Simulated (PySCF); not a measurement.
**As (arsenic, neutral) across methods**

[Ar] 3d10 4s2 4p2 4d1, one real determinant (an excited configuration). Computed with PySCF 2.14 in aug-cc-pVTZ-PP with one added diffuse shell each of s, d, f type with ECP10MDF (7s5p5d3f, 68 functions), with scalar relativity through the core potential.

```csv
method,E (hartree),mean ε 4s β (eV),mean ε 4p α (eV),mean ε 4d α (eV),Σ⟨r²⟩ (bohr²),⟨S²⟩
PBEsol,-331.7950,-17.551,-9.447,-0.816,81.24,3.751
PBE,-332.1350,-17.547,-9.471,-0.862,81.57,3.751
PBE0,-332.0979,-18.734,-10.833,-1.122,83.25,3.752
B3LYP,-332.1889,-18.818,-10.433,-1.056,83.08,3.751
LDA,-331.6192,-17.905,-9.427,-0.788,79.35,3.751
UHF,-330.92271,-21.109,-14.313,-1.601,90.13,3.758
r2SCAN,-332.0046,-17.905,-10.040,-0.770,83.40,3.753
```

(1) Estimate the same row for BP86.

⟨L²⟩ = 7.96 against 12 for a pure F term, so this real determinant mixes terms. Energies and moments cover only the electrons outside the core potential. The outer electron is Rydberg-like, and this basis confines it to a smaller radius and binds it less than a complete one would.

## Answers

(1) E (hartree) = -332.2829; mean ε 4s β (eV) = -17.770; mean ε 4p α (eV) = -9.526; mean ε 4d α (eV) = -0.966; Σ⟨r²⟩ (bohr²) = 81.12; ⟨S²⟩ = 3.751.
